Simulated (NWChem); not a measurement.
All runs are NWChem calculations. System: C2F3O, charge 0, spin multiplicity 2, at a geometry optimised with UPBE0/def2-SVP. The structure started from a generated list of species. Its SCF solution wasn't tested for a lower state. Level: Ur2SCAN/def2-SVPD.

NWChem printed:

```
             Northwest Computational Chemistry Package (NWChem) 7.3.0
             --------------------------------------------------------

                                NWChem Input Module
                                -------------------

 Scaling coordinates for geometry "geometry" by  1.889725989
 (inverse scale =  0.529177249)

                             Geometry "geometry" -> ""
                             -------------------------

 Output coordinates in angstroms (scale by  1.889725989 to convert to a.u.)

  No.       Tag          Charge          X              Y              Z
 ---- ---------------- ---------- -------------- -------------- --------------
    1 O                    8.0000     2.07001200     0.06108000    -0.03176100
    2 C                    6.0000     1.09521600    -0.51848100     0.25732300
    3 C                    6.0000    -0.35314000    -0.02675300     0.01273500
    4 F                    9.0000    -0.38640600     1.14495800    -0.60462200
    5 F                    9.0000    -0.96281700     0.08576600     1.18224700
    6 F                    9.0000    -0.98550400    -0.92152800    -0.72943100

 Effective nuclear repulsion energy (a.u.)     242.3951551831

            Nuclear Dipole moment (a.u.)
            ----------------------------
        X                 Y               Z
 ---------------- ---------------- ----------------
     0.0000170075     0.0000000000     0.0000113384


 Summary of "ao basis" -> "" (spherical)
 ------------------------------------------------------------------------------
       Tag                 Description            Shells   Functions and Types
 ---------------- ------------------------------  ------  ---------------------
 *                         def2-svpd                  on all atoms

                                 NWChem DFT Module
                                 -----------------

 Summary of "ao basis" -> "ao basis" (spherical)
 ------------------------------------------------------------------------------
       Tag                 Description            Shells   Functions and Types
 ---------------- ------------------------------  ------  ---------------------
 O                         def2-svpd                 9       23   4s3p2d
 C                         def2-svpd                 8       20   4s2p2d
 F                         def2-svpd                 9       23   4s3p2d

 Summary of "ao basis" -> "ao basis" (spherical)
[...]
 overlap   1.000  1.000  1.000  1.000  1.000  1.000  1.000  1.000  1.000  1.000

   alpha     11     12     13     14     15     16     17     18     19     20
    beta     11     12     13     14     15     17     16     19     18     21
 overlap   0.995  0.994  1.000  0.998  0.979  0.948  0.994  0.797  0.990  0.909

   alpha     21     22     23     24     25     26     27     28     29     30
    beta     20     23     22     24     25     26     27     28     29     30
 overlap   0.991  0.868  1.000  0.988  0.999  0.995  0.995  0.998  0.992  0.989

   alpha     31     32     33     34     35     36     37     38     39     40
    beta     31     32     33     34     36     35     37     38     39     40
 overlap   0.977  0.980  0.992  0.922  0.781  0.754  0.987  0.923  0.984  0.926

   alpha     41     42     43     44     45     46     47     48     49     50
    beta     41     42     44     43     45     46     47     48     49     50
 overlap   0.999  0.966  0.990  1.000  0.998  0.996  0.999  0.991  0.939  0.941

   alpha     51     52     53     54     55     56     57     58     59     60
    beta     51     52     53     54     55     56     58     57     59     60
 overlap   0.983  0.998  0.977  0.998  0.983  0.994  0.972  0.996  0.974  0.997

   alpha     61     62     63     64     65     66     67     68     69     70
    beta     61     64     62     63     65     66     67     68     69     70
 overlap   0.996  0.935  0.990  0.984  0.994  0.992  0.980  0.972  0.995  0.985

   alpha     71     72     73     74     75     76     77     78     79     80
    beta     72     71     73     74     75     76     77     78     79     80
 overlap   0.788  0.842  0.940  0.997  0.996  0.956  0.955  0.997  0.994  0.994

   alpha     81     82     83     84     85     86     87     88     89     90
    beta     81     82     83     84     85     86     87     88     89     90
 overlap   0.991  0.993  0.984  0.977  0.969  0.957  0.997  0.997  0.996  0.990

   alpha     91     92     93     94     95     96     97     98     99    100
    beta     91     92     94     93     95     96     97     98    100     99
 overlap   0.986  0.873  0.987  0.888  0.986  0.992  0.934  0.946  0.986  0.990

   alpha    101    102    103    104    105    106    107    108    109    110
    beta    101    102    103    104    106    105    107    108    109    110
 overlap   0.975  0.998  0.975  0.983  0.839  0.853  0.997  0.999  0.999  0.999

   alpha    111    112    113    114    115    116    117    118    119    120
    beta    111    112    113    114    115    116    117    118    119    120
 overlap   0.993  0.993  1.000  1.000  0.999  0.997  0.980  0.989  0.989  0.994

   alpha    121    122    123    124    125    126    127    128    129    130
    beta    121    122    123    124    125    126    127    128    129    130
 overlap   0.999  0.865  0.989  0.855  0.940  0.999  0.998  1.000  0.992  0.993

   alpha    131    132
    beta    131    132
 overlap   1.000  1.000

     --------------------------
     Expectation value of S2:
     --------------------------
      <S2> =      0.7540 (Exact =     0.7500)

 center of mass
 --------------
 x =  -0.04562127 y =   0.00600859 z =  -0.00294963

 moments of inertia (a.u.)
 ------------------
         317.440727247919          -9.315695409147           4.489697884308
          -9.315695409147         598.837875073252           0.323805446038
           4.489697884308           0.323805446038         599.023000030817

     Multipole analysis of the density
     ---------------------------------

     L   x y z        total         alpha         beta         nuclear
     -   - - -        -----         -----         ----         -------
     0   0 0 0      0.000000    -24.000000    -23.000000     47.000000

     1   1 0 0     -0.140296     -1.148580      1.008267      0.000017
     1   0 1 0     -0.101458      0.460124     -0.561582      0.000000
     1   0 0 1      0.049545     -0.229081      0.278614      0.000011

     2   2 0 0    -25.357788   -124.412807   -117.539787    216.594806
     2   1 1 0     -0.344939     -1.078314     -3.229254      3.962629
     2   1 0 1      0.165594      0.501941      1.571352     -1.907698
     2   0 2 0    -23.783774    -51.266835    -48.061240     75.544302
     2   0 1 1      0.383275      0.983348     -0.292324     -0.307749
     2   0 0 2    -23.215000    -49.868826    -48.568650     75.222476

 Task  times  cpu:       39.1s     wall:       39.1s

 Total times  cpu:       39.1s     wall:       39.1s
```

Write an NWChem input that would produce this output.

Several could match; the one computed here: 
```
start mol
memory heap 200 mb stack 900 mb global 1100 mb
geometry units angstroms nocenter noautoz noautosym
  O      2.070012     0.061080    -0.031761
  C      1.095216    -0.518481     0.257323
  C     -0.353140    -0.026753     0.012735
  F     -0.386406     1.144958    -0.604622
  F     -0.962817     0.085766     1.182247
  F     -0.985504    -0.921528    -0.729431
end
basis spherical
  * library def2-svpd
end
dft
  xc r2scan
  odft
  mult 2
  semidirect memsize 60000000 filesize 0
  iterations 100
  grid fine
end
task dft energy
```
